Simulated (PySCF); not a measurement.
# Relaxation of singlet BeF₃⁻

Computed with PBE0 in PySCF with Be def2-TZVPD, F def2-TZVPD; no relativity; density-fitted integrals. A (50,194) grid was used.

A hand-made T-shaped start, of C2v symmetry, held to at least that symmetry:

```xyz
4
charge -1 multiplicity 1, angstrom
Be    0.0000    0.0000   -0.5111
F     0.0000    0.0000    1.1489
F     1.6590    0.0000   -0.4532
F    -1.6590    0.0000   -0.4532
```

At each step, columns x, y, z (Å) and Fx, Fy, Fz (eV/Å):

```
step 0  E − E(last) = 281.65 kJ/mol
Be   0.000   0.000  -0.511   0.000   0.000   5.864
F    0.000   0.000   1.149   0.000   0.000  -0.929
F    1.659   0.000  -0.453  -2.130   0.000  -2.468
F   -1.659   0.000  -0.453   2.130   0.000  -2.468
step 1  E − E(last) = 116.86 kJ/mol
Be   0.000   0.000  -0.299   0.000   0.000   2.835
F    0.000   0.000   1.250   0.000   0.000  -0.838
F    1.586   0.000  -0.610  -2.355   0.000  -0.998
F   -1.586   0.000  -0.610   2.355   0.000  -0.998
step 2  E − E(last) = 30.68 kJ/mol
Be   0.000   0.000  -0.131   0.000   0.000  -1.273
F    0.000   0.000   1.268   0.000   0.000   2.122
F    1.421   0.000  -0.703  -1.161   0.000  -0.424
F   -1.421   0.000  -0.703   1.161   0.000  -0.424
step 3  E − E(last) = 1.75 kJ/mol
Be   0.000   0.000  -0.090   0.000   0.000   0.050
F    0.000   0.000   1.379   0.000   0.000   0.187
F    1.314   0.000  -0.779  -0.314   0.000  -0.118
F   -1.314   0.000  -0.779   0.314   0.000  -0.118
step 4  E − E(last) = 0.02 kJ/mol
Be   0.000   0.000  -0.066   0.000   0.000  -0.014
F    0.000   0.000   1.407   0.000   0.000   0.055
F    1.273   0.000  -0.805   0.057   0.000  -0.020
F   -1.273   0.000  -0.805  -0.057   0.000  -0.020
step 5  E − E(last) = 0.00 kJ/mol
Be   0.000   0.000  -0.066   0.000   0.000  -0.036
F    0.000   0.000   1.408   0.000   0.000   0.000
F    1.277   0.000  -0.806  -0.023   0.000   0.018
F   -1.277   0.000  -0.806   0.023   0.000   0.018
step 6  E − E(last) = 0.00 kJ/mol
Be   0.000   0.000  -0.067   0.000   0.000   0.003
F    0.000   0.000   1.408   0.000   0.000   0.001
F    1.277   0.000  -0.805  -0.001   0.000  -0.002
F   -1.277   0.000  -0.805   0.001   0.000  -0.002
```

It ends at D3h with Be–F 1.475 Å (×3); F–Be–F 120.0° (×3). A frequency run shows a minimum.

The relaxation took roughly 21 core-seconds on a shared host.
